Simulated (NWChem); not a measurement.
## H$_{4}$BClS

SMILES: BCl.S
```xyz
7

B     -0.9576    -0.1579     0.0000
H     -1.5778    -0.0018    -1.0309
H     -1.5778    -0.0018     1.0309
Cl     0.2020    -1.5655     0.0000
S      0.1514     1.5539     0.0000
H      1.0437     1.2722     0.9786
H      1.0437     1.2722    -0.9786
```
Charge 0, spin multiplicity 1.

Everything below was run with NWChem. All single points use one geometry, from PBE0/def2-SVP, a minimum by its harmonic frequencies.

Symmetry labels belong to the abelian group Cs used in the runs, with the axes of the coordinates shown.

The Pople sets run with spherical d functions. The structure started from a generated list of species.

### Question
List the lowest 3 singlet excitations that TDA-PBE0/6-31+G* (spherical d) gives, with oscillator strengths.

### Answer
| state | symmetry | energy (eV) | wavelength (nm) | f |
|---|---|---|---|---|
| 1 | a" | 5.87 | 211 | 0.002 |
| 2 | a' | 6.07 | 204 | 0.009 |
| 3 | a" | 6.15 | 202 | 0.000 |
